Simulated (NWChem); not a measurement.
Molecule: SiH3O2I; SMILES O[SiH](O)I

```xyz
7

Si     0.0016     1.3429     0.3833
O     -1.4025     1.8762    -0.3055
O      1.3489     2.0475    -0.2576
I      0.0054    -1.0643    -0.0240
H      0.0656     1.6056     1.8371
H     -1.5518     2.8275    -0.2831
H      1.6087     1.7851    -1.1468
```
Atoms are numbered in this order, from 1.

Geometry: optimised at PBE0/def2-SVP. No frequency run checked for a minimum. def2 effective core potentials on I; no spin-orbit coupling.

List the 4 lowest vertical singlet excitations from B3LYP/def2-SVPD with def2 effective core potentials on I, TDA (NWChem).


| state | energy (eV) | oscillator strength | leading excitation (squared amplitude) |
|---|---|---|---|
| S1 | 5.87 | 0.010 | HOMO → LUMO (0.90) |
| S2 | 5.93 | 0.017 | HOMO−1 → LUMO (0.91) |
| S3 | 6.25 | 0.012 | HOMO → LUMO+1 (0.87) |
| S4 | 6.39 | 0.035 | HOMO−1 → LUMO+1 (0.84) |
